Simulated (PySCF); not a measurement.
Ligands exchanged one at a time, Si NH2-SH. Gas-phase values, no solvent. One relaxed conformer stands for each flexible species; it need not be the lowest. Strings in code marks are SMILES.

The S1–T1 gap (TDA) from two functionals at the same geometries (B3LYP-D3(BJ)/def2-TZVP), both in PySCF: PBE-D3(BJ)/def2-TZVP and B3LYP-D3(BJ)/def2-TZVP. B3LYP has the VWN-RPA correlation part, as in Gaussian. Excitations are Tamm–Dancoff values on a coarser integration grid. The basis has no diffuse functions, so Rydberg states are missing or too high.

```tsv
species	PBE-D3(BJ)/def2-TZVP (eV)	B3LYP-D3(BJ)/def2-TZVP (eV)
1 of 4 NH2 replaced by SH (`N[Si](N)(S)N`)	0.19	0.42
2 of 4 NH2 replaced by SH (`S[Si](N)(S)N`)	0.25	0.42
3 of 4 NH2 replaced by SH	0.26	0.43
4 of 4 NH2 replaced by SH (`S[Si](S)(S)S`)	0.17	0.23
```

Over these rows, drawn at random from the members with no instability flagged (it was tested for open shells, ions and some series alone), PBE minus B3LYP-D3(BJ): mean -0.16 eV, from -0.23 eV to -0.06 eV.
